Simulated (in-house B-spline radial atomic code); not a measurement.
What moves the levels of the strontium ion Sr⁺ ([Kr] 5s1)? Level of theory: Dirac-Hartree-Fock, average of configuration, Fermi nucleus of rms radius 4.224 fm; calculated with an all-electron radial atomic-structure program (B-spline basis).

Baseline run (computed): total energy -3177.9063 hartree, 1s1/2 at -595.8486 hartree, 5s1/2 at -10.466 eV with <r> = 4.054 bohr.

Scaling the speed of light c (a factor of 100 is close to the non-relativistic limit):

```json
{"c/c0": "0.95", "ΔE (hartree)": "-5.2464", "5s1/2 level (eV)": "-10.4843", "5s1/2 <r> (bohr)": "4.047"}
{"c/c0": "0.98", "ΔE (hartree)": "-1.9971", "5s1/2 level (eV)": "-10.4731", "5s1/2 <r> (bohr)": "4.051"}
{"c/c0": "1.02", "ΔE (hartree)": "1.8749", "5s1/2 level (eV)": "-10.4599", "5s1/2 <r> (bohr)": "4.056"}
{"c/c0": "1.5", "ΔE (hartree)": "26.296", "5s1/2 level (eV)": "-10.3774", "5s1/2 <r> (bohr)": "4.088"}
{"c/c0": "100", "ΔE (hartree)": "46.547", "5s1/2 level (eV)": "-10.3101", "5s1/2 <r> (bohr)": "4.115"}
```

Changing the nucleus:

```
                                         nucleus   ΔE (eV)
         Gaussian nucleus of rms radius 4.224 fm  -0.00159
uniform spherical nucleus of rms radius 4.224 fm  0.000793
          Gaussian nucleus of rms radius 0.01 fm     -0.86
           Fermi nucleus of rms radius 4.1395 fm   -0.0327
           Fermi nucleus of rms radius 4.3085 fm    0.0333
```

A larger nucleus binds the electrons less, roughly as the density at the nucleus times the change of the nuclear <r²>. At equal rms radius the shape enters only through higher moments. A radius of 0.01 fm is nearly a point.

Q: The nuclear charge is raised by 0.1. What does the Hellmann-Feynman theorem predict for the energy, and what is found?

A: dE/dZ ≈ -Σ<1/r>, which is -201.664 at the start and -202.376 at the end; their mean times 0.1 is -20.202 hartree, and the two runs differ by -20.202 hartree.
